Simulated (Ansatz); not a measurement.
Method: frozen-core CCSD(T)/cc-pVTZ // CAM-B3LYP-D3(BJ)/def2-TZVP in Ansatz (a program for electronic structure). The geometry is that of the parent before the electron was removed.

Ansatz 0.2 input:
```yaml
crystal:
  periodic: [false, false, false]
  atoms:
    - { symbol: Ge, position_ang: [0.000002, 0.000001, -0.000003] }
    - { symbol: H, position_ang: [-0.866664, -0.595314, -1.110253] }
    - { symbol: H, position_ang: [0.264078, 1.476763, -0.295984] }
    - { symbol: H, position_ang: [1.329678, -0.75206, 0.067308] }
    - { symbol: H, position_ang: [-0.727094, -0.12939, 1.338932] }
basis:
  gaussian: { orbitals: cc-pVTZ }
correlation:
  method: ccsd_t
total_charge: 1
magnetization:
  spin_polarized: true
  initial_magnetization: 1
```

Output:

```
Functional definition: HF
575 factors; integrals over basis functions are off by at most 1.2e-3 eV
mean field evaluation 1: about -56524.7998 eV, gradient 9.2e0 eV
mean field evaluation 2: about -56524.8023 eV, gradient 9.2e0 eV
mean field evaluation 4: about -56525.8102 eV, gradient 1.7e0 eV
mean field evaluation 8: about -56525.8579 eV, gradient 5.9e-2 eV
mean field evaluation 16: about -56525.8581 eV, gradient 2.2e-3 eV
mean field evaluation 32: about -56525.6458 eV, gradient 8.4e-1 eV
mean field evaluation 64: about -56525.9453 eV, gradient 8.6e-2 eV
mean field evaluation 96: about -56525.9455 eV, gradient 1.7e-6 eV
mean field evaluation 128: about -56525.8574 eV, gradient 1.5e-1 eV
mean field evaluation 160: about -56525.9202 eV, gradient 2.2e-1 eV
mean field evaluation 192: about -56525.8561 eV, gradient 2.8e-1 eV
mean field evaluation 224: about -56525.8571 eV, gradient 1.8e-1 eV
mean field evaluation 256: about -56525.9455 eV, gradient 2.2e-6 eV
mean field -56525.94551385 eV, -2077.2901829721 hartree, gradient 4.6e-6 eV, S^2 0.761710; 14 other end points of the search recorded, 0 dependent functions left out
determinant -56525.94551385 eV, -2077.2901829721 hartree, with singles and doubles -56531.97059472 eV, -2077.5116006099 hartree
determinant -56525.94549428 eV, -2077.2901822529 hartree, with singles and doubles -56531.97057556 eV, -2077.5115999060 hartree
determinant -56525.85809446 eV, -2077.2869703686 hartree, with singles and doubles -56531.97908828 eV, -2077.5119127425 hartree
determinant -56525.85808291 eV, -2077.2869699443 hartree, with singles and doubles -56531.98011128 eV, -2077.5119503372 hartree
determinant -56525.85807174 eV, -2077.2869695336 hartree, with singles and doubles -56531.98009936 eV, -2077.5119498992 hartree
determinant -56525.50196918 eV, -2077.2738830061 hartree, with singles and doubles -56531.95183447 eV, -2077.5109111836 hartree
determinant -56525.94551385 eV, -2077.2901829721 hartree, with singles and doubles -56531.88594420 eV, -2077.5084897609 hartree
determinant -56525.94549428 eV, -2077.2901822529 hartree, with singles and doubles -56531.88592561 eV, -2077.5084890775 hartree
determinant -56525.85809446 eV, -2077.2869703686 hartree, with singles and doubles -56531.88579365 eV, -2077.5084842283 hartree
determinant -56525.85808291 eV, -2077.2869699443 hartree, with singles and doubles -56531.88578283 eV, -2077.5084838304 hartree
determinant -56525.85807174 eV, -2077.2869695336 hartree, with singles and doubles -56531.88577134 eV, -2077.5084834083 hartree
determinant -56525.50196918 eV, -2077.2738830061 hartree, with singles and doubles -56531.84798498 eV, -2077.5070947851 hartree
9 core orbitals not correlated
reference -56525.94551385 eV, -2077.2901829721 hartree; 9, 8 occupied and 81, 82 virtual orbitals, 575 factors
second order -5.28763078 eV of doubles, -0.00000000 eV of singles
cycle   1  -5.94043120 eV  change   -8.4e-7 eV  update   2.8e-6
perturbative correction -0.21572008 eV, -0.0079275666 hartree
Total energy: -56532.10166512 eV, -2077.5164173585 hartree
```

Cost: around 4 core-minutes (rough).
